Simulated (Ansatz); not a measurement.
## Molecular dynamics of C₃H₈BCl

The input (input.yaml):

```yaml
crystal:
  periodic: [false, false, false]
  atoms:
    - { symbol: C, position_ang: [-1.527518, -0.283497, -0.34428] }
    - { symbol: B, position_ang: [-0.019841, -0.02653, 0.051473] }
    - { symbol: C, position_ang: [1.01771, -1.208725, 0.202242] }
    - { symbol: C, position_ang: [0.460221, 1.460523, 0.350809] }
    - { symbol: Cl, position_ang: [0.96334, 1.837221, -1.418587] }
    - { symbol: H, position_ang: [-2.077116, -0.572183, 0.570405] }
    - { symbol: H, position_ang: [-1.644692, -1.11412, -1.054911] }
    - { symbol: H, position_ang: [-2.029329, 0.605362, -0.751847] }
    - { symbol: H, position_ang: [0.971132, -1.575098, 1.244308] }
    - { symbol: H, position_ang: [2.056193, -0.893358, 0.025419] }
    - { symbol: H, position_ang: [0.792248, -2.066501, -0.446737] }
    - { symbol: H, position_ang: [1.365815, 1.59645, 0.966503] }
    - { symbol: H, position_ang: [-0.307763, 2.205757, 0.620103] }
basis:
  gaussian: { orbitals: STO-3G }
hamiltonian:
  xc: b3lyp
md:
  timestep: 0.5
  n_steps: 400
  ensemble: nvt_nose_hoover
  temperature: 700.0
  initial_velocities: maxwell_boltzmann
  seed: 307241
scf:
  lower_state_search: "off"
```

Command:

```bash
$ ansatz run input.yaml --threads 1 --pin off --max-ram 2048MiB --backend cpu --events-out ev --progress --plain --runs-dir out
```

It starts from a relaxed structure.

Output, in part (step lines, the closing report, with atoms numbered from 0):

```
md step     0: t =     0.00 fs  T =   700.0 K  F+E_penalty+E_count = -16258.13039853 eV  E_kin = 0.995302 eV  conserved = -16257.13509654 eV  (12 SCF iters)
md step     1: t =     0.50 fs  T =   686.4 K  F+E_penalty+E_count = -16258.11074987 eV  E_kin = 0.976028 eV  conserved = -16257.13472157 eV  (17 SCF iters)
md step     2: t =     1.00 fs  T =   649.0 K  F+E_penalty+E_count = -16258.05671850 eV  E_kin = 0.922791 eV  conserved = -16257.13392929 eV  (17 SCF iters)
md step     3: t =     1.50 fs  T =   595.8 K  F+E_penalty+E_count = -16257.98017020 eV  E_kin = 0.847148 eV  conserved = -16257.13302781 eV  (17 SCF iters)
md step     4: t =     2.00 fs  T =   536.3 K  F+E_penalty+E_count = -16257.89482177 eV  E_kin = 0.762493 eV  conserved = -16257.13234428 eV  (17 SCF iters)
md step     5: t =     2.50 fs  T =   477.7 K  F+E_penalty+E_count = -16257.81129781 eV  E_kin = 0.679276 eV  conserved = -16257.13205478 eV  (17 SCF iters)
md step     6: t =     3.00 fs  T =   423.6 K  F+E_penalty+E_count = -16257.73439750 eV  E_kin = 0.602348 eV  conserved = -16257.13210863 eV  (18 SCF iters)
md step     7: t =     3.50 fs  T =   373.8 K  F+E_penalty+E_count = -16257.66369422 eV  E_kin = 0.531483 eV  conserved = -16257.13230373 eV  (18 SCF iters)
[... lines left out ...]
md step   397: t =   198.50 fs  T =   754.1 K  F+E_penalty+E_count = -16257.59622652 eV  E_kin = 1.072160 eV  conserved = -16257.13434477 eV  (18 SCF iters)
md step   398: t =   199.00 fs  T =   778.6 K  F+E_penalty+E_count = -16257.63013531 eV  E_kin = 1.107124 eV  conserved = -16257.13500637 eV  (18 SCF iters)
md step   399: t =   199.50 fs  T =   764.3 K  F+E_penalty+E_count = -16257.60718598 eV  E_kin = 1.086657 eV  conserved = -16257.13423929 eV  (18 SCF iters)
md step   400: t =   200.00 fs  T =   719.7 K  F+E_penalty+E_count = -16257.54015447 eV  E_kin = 1.023380 eV  conserved = -16257.13212050 eV  (18 SCF iters)
Total energy: -16257.54036447 eV, -597.4535886377 hartree
Atom 0 at    -1.482321    -0.240966    -0.327277 Å, force    -2.115066    -0.682338     0.555483 eV/Å
Atom 1 at    -0.002104    -0.040906     0.020635 Å, force     0.735286     0.199400    -0.553284 eV/Å
Atom 2 at     0.985021    -1.168016     0.413118 Å, force    -0.564917    -0.552005     1.935291 eV/Å
Atom 3 at     0.427212     1.447190     0.263568 Å, force    -1.942739     0.382778    -1.665661 eV/Å
Atom 4 at     0.983165     1.807177    -1.490208 Å, force     0.437386    -0.147936     0.128237 eV/Å
Atom 5 at    -1.951149     0.675557    -0.637717 Å, force    -0.278564     1.078815    -0.220940 eV/Å
Atom 6 at    -1.937794    -0.451583     0.675768 Å, force     0.088359     0.075860    -0.347941 eV/Å
Atom 7 at    -1.941712    -0.989710    -0.988702 Å, force     0.969249    -0.544356    -0.038811 eV/Å
Atom 8 at     0.445532    -1.495840     1.354679 Å, force     0.586066    -0.059974    -0.450526 eV/Å
Atom 9 at     2.003379    -0.932556     0.746721 Å, force     0.010741     0.417565    -0.329296 eV/Å
Atom 10 at     1.010099    -2.061608    -0.188534 Å, force    -0.057849    -0.589027    -0.779694 eV/Å
Atom 11 at     1.178809     1.592548     0.966296 Å, force     2.730504     0.539189     1.551368 eV/Å
Atom 12 at    -0.323842     2.227300     0.418465 Å, force    -0.598457    -0.117971     0.215774 eV/Å
Dipole moment:    -0.172433    -0.139392     0.434016 e Å
```

The steps, from the saved trajectory:

```csv
time (fs),T (K),potential energy less start (eV),conserved less start (meV/atom)
0,700,0.000,0.00
6.5,154,0.781,0.32
13,465,0.339,0.14
19.5,422,0.406,0.10
26,337,0.536,0.27
32.5,301,0.596,0.22
39,452,0.390,0.12
45.5,351,0.552,0.28
52,461,0.412,0.15
58.5,354,0.581,0.16
65,420,0.514,0.28
71.5,434,0.520,0.21
78,446,0.523,0.15
84.5,315,0.744,0.34
91,566,0.415,0.21
97.5,462,0.596,0.15
104,434,0.667,0.27
110.5,578,0.498,0.27
117,484,0.659,0.26
123.5,453,0.737,0.25
130,427,0.792,0.35
136.5,610,0.561,0.30
143,428,0.841,0.16
149.5,722,0.443,0.10
156,419,0.900,0.45
162.5,723,0.485,0.13
169,470,0.862,0.15
175.5,529,0.798,0.40
182,613,0.694,0.26
188.5,717,0.562,0.03
195,473,0.929,0.38
```

The run went to its last step. The conserved energy stayed within 0.58 meV per atom of its start (net change 0.23 meV per atom), so the integration is sound. The mean temperature of the second half is 23 % below the set value. A run of 0.2 ps of so small a system gives no equilibrium averages. Limits of this set-up: minimal basis.

The same pairs are bonded in the first frame and the last. Pairs count as bonded within 1.25 times the sum of covalent radii (0.12 Å more for H–H).

Last frame:

```xyz
13
Properties=species:S:1:pos:R:3
C -1.482 -0.241 -0.327
B -0.002 -0.041 0.021
C 0.985 -1.168 0.413
C 0.427 1.447 0.264
Cl 0.983 1.807 -1.490
H -1.951 0.676 -0.638
H -1.938 -0.452 0.676
H -1.942 -0.990 -0.989
H 0.446 -1.496 1.355
H 2.003 -0.933 0.747
H 1.010 -2.062 -0.189
H 1.179 1.593 0.966
H -0.324 2.227 0.418
```

Run time: 13 min on 1 thread of Arm Neoverse V1, on a shared host, peak memory 0.087 GiB.
